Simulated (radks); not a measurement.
Species: the manganese ion Mn+. Configuration: [Ar] 3d3 4s1 4d2 (not the ground configuration). Calculated with a radial shooting solver on a logarithmic mesh with Libxc functionals: scalar-relativistic Kohn-Sham, exchange-only r2SCAN, spin-polarised, spherical densities, finite nucleus; open shells are filled with parallel spins first; meta-GGA in the generalised Kohn-Sham scheme; Fermi nuclear charge, rms radius 3.7057 fm.

Local quantities along the radius. ELF = 1/(1 + alpha^2) is the electron localisation function; alpha = (tau - tau_W)/tau_unif compares the Pauli kinetic energy density with that of the uniform gas (summed over spins); s = |grad rho|/(2 (3 pi^2)^(1/3) rho^(4/3)) is the reduced gradient; -r V(r) is the screened charge that the Kohn-Sham potential of spin up presents (atomic units). tau is taken from the large components.

| r (bohr) | ELF | alpha | s | -r V(r) |
|---|---|---|---|---|
| 0.005388 | 1.000 | 0.01833 | 0.4414 | 24.58 |
| 0.00713 | 1.000 | 0.02045 | 0.4432 | 24.43 |
| 0.009433 | 0.999 | 0.02382 | 0.4518 | 24.23 |
| 0.01248 | 0.999 | 0.02929 | 0.4681 | 23.96 |
| 0.01651 | 0.999 | 0.03865 | 0.4942 | 23.62 |
| 0.02185 | 0.997 | 0.05589 | 0.5328 | 23.18 |
| 0.02914 | 0.992 | 0.09229 | 0.5900 | 22.61 |
| 0.03856 | 0.971 | 0.1738 | 0.6653 | 21.93 |
| 0.05102 | 0.874 | 0.3794 | 0.7510 | 21.09 |
| 0.06751 | 0.563 | 0.8813 | 0.7855 | 19.93 |
| 0.08932 | 0.290 | 1.565 | 0.6249 | 18.66 |
| 0.1182 | 0.356 | 1.346 | 0.3528 | 17.30 |
| 0.1564 | 0.662 | 0.7139 | 0.3046 | 15.86 |
| 0.2069 | 0.826 | 0.4597 | 0.4436 | 14.15 |
| 0.2738 | 0.776 | 0.5366 | 0.6802 | 12.42 |
| 0.3651 | 0.304 | 1.512 | 0.8592 | 10.34 |
| 0.4831 | 0.186 | 2.092 | 0.3658 | 8.539 |
| 0.6392 | 0.665 | 0.7091 | 0.2507 | 7.318 |
| 0.8458 | 0.814 | 0.4787 | 0.5084 | 5.756 |
| 1.119 | 0.682 | 0.6826 | 0.8787 | 4.491 |
| 1.481 | 0.271 | 1.640 | 1.315 | 3.426 |
| 1.959 | 0.154 | 2.343 | 1.102 | 2.909 |
| 2.592 | 0.258 | 1.696 | 0.7573 | 2.511 |
| 3.43 | 0.222 | 1.871 | 0.8365 | 2.158 |
| 4.574 | 0.174 | 2.182 | 1.198 | 1.862 |
| 6.053 | 0.092 | 3.150 | 2.150 | 1.553 |
| 8.008 | 0.019 | 7.173 | 4.772 | 1.337 |
| 10.6 | 0.001 | 30.11 | 13.74 | 1.158 |
| 14.02 | 0.000 | 268.1 | 55.53 | 1.041 |

On this mesh the ELF has minima near r = 0.10, 0.42, 2.0 bohr, which separate the shells, and maxima near 0.24 (0.83), 0.85 (0.81), 2.6 (0.26).
